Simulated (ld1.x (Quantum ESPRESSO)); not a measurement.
**Logarithmic derivatives: Ce, TM**

cerium (Ce), norm-conserving Troullier–Martins (Kleinman–Bylander form), made with ld1.x (Quantum ESPRESSO) 7.5 (BP86, scalar-relativistic). Core [Xe], reference 4f0 5d2 6s2 6p0. Waves: 6s (bound): rc 2.65 bohr; 6p (bound, empty): rc 3.75 bohr; 5d (bound): rc 3.20 bohr; 4f (bound, empty): rc 1.05 bohr. Local part: all-electron potential smoothed inside 1.25 bohr (lloc = -1). Core correction: a·sin(br)/r model core inside 0.95 bohr.

The phase is arctan(r·u′/u) with u = r·R(r), unwrapped; energies in Ry, scanned from -3 to 5 Ry. A pole is an energy at which the radial function vanishes at the test radius. The pseudo phase is shifted by a multiple of π to meet the all-electron one at the reference energy, and phase errors are pseudo minus all-electron; the curves can meet again beyond the range given. Levels narrower than the energy grid can be missing from the lists of poles. n/a: not evaluated, since a narrow level or a reset projector energy made the automatic matching unsafe.

```tsv
channel	radius (bohr)	reference energy (Ry)	poles, all-electron	poles, pseudo	unbroken range about the reference energy with phases within 0.05 rad	phase error 1 Ry above the reference energy (rad)
s	4.04	-0.30	0.55, 4.46	-2.53, 0.53, 3.46	-2.5 to 1.5	-0.005
p	4.04	-0.11	-1.88, 1.24	-0.01, 1.44	-1.8 to -0.1	-3.099
d	4.04	-0.31	-0.12, 2.58	-0.12, 2.38, 4.72	below 0.8	-0.018
f	4.04	-0.85	1.61, 4.59	1.62, 4.66	n/a	n/a
```

Note: ghost states, extra bound levels that the all-electron valence spectrum of the same l lacks: s at -160.7 eV, p at -143.9 eV, s at -34.6 eV, p at -0.18 eV. A true bound ghost makes a file unfit for plane-wave use.

Phases in the p channel:

```csv
E (Ry),all-electron,pseudo
-3.00,1.415,-1.724
-2.76,1.406,-1.732
-2.52,1.395,-1.741
-2.28,1.378,-1.751
-2.04,1.334,-1.763
-1.80,-1.721,-1.778
-1.56,-1.774,-1.798
-1.32,-1.805,-1.822
-1.08,-1.840,-1.857
-0.84,-1.890,-1.907
-0.60,-1.971,-1.989
-0.36,-2.129,-2.145
-0.12,-2.542,-2.542
0.12,-3.598,-6.561
0.36,-4.272,-7.313
0.60,-4.503,-7.585
0.84,-4.612,-7.710
1.08,-4.678,-7.783
1.32,-4.726,-7.833
1.56,-4.767,-7.874
1.80,-4.807,-7.911
2.04,-4.852,-7.949
2.28,-4.912,-7.995
2.52,-5.006,-8.059
2.76,-5.203,-8.172
3.00,-5.810,-8.453
3.24,-7.005,-9.493
3.48,-7.458,-10.460
3.72,-7.616,-10.718
3.96,-7.695,-10.823
4.20,-7.743,-10.880
4.44,-7.777,-10.918
4.68,-7.802,-10.945
4.92,-7.823,-10.967
```
